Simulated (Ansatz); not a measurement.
One change: `CC(=O)O[SiH](F)F` becomes `F[SiH2]O[SiH](F)F`.

Ansatz, PBE0-D4/def2-TZVP geometries, multiplicity 1. Each molecule was computed in one conformer, which needn't be the lowest.

```csv
property,`CC(=O)O[SiH](F)F`
HOMO energy (ωB97M-V/def2-TZVPP) / eV,-11.10
size of the dipole moment (PBE/def2-TZVPP) / D,2.39
HOMO energy (PBE0/def2-TZVPP) / eV,-8.66
LUMO energy (ωB97M-V/def2-TZVPP) / eV,1.80
HOMO–LUMO gap (ωB97M-V/def2-TZVPP) / eV,12.90
HOMO energy (PBE/def2-TZVPP) / eV,-6.94
```

(1) Give the same properties after the change, and the shifts. (Best estimate.)

Results:

(1) The calculation gave: 
```tsv
property	`F[SiH2]O[SiH](F)F`	shift
HOMO energy (ωB97M-V/def2-TZVPP) / eV	-11.90	-0.80
size of the dipole moment (PBE/def2-TZVPP) / D	0.84	-1.55
HOMO energy (PBE0/def2-TZVPP) / eV	-9.62	-0.96
LUMO energy (ωB97M-V/def2-TZVPP) / eV	2.03	0.23
HOMO–LUMO gap (ωB97M-V/def2-TZVPP) / eV	13.93	1.03
HOMO energy (PBE/def2-TZVPP) / eV	-8.13	-1.19
```

With PBE0 the HOMO falls by 0.96 eV and the LUMO rises by 0.82 eV, so the gap widens by about 1.78 eV. PBE moves the HOMO by -1.19 eV and ωB97M-V by -0.80 eV. Dipoles are sizes alone; their direction can turn.
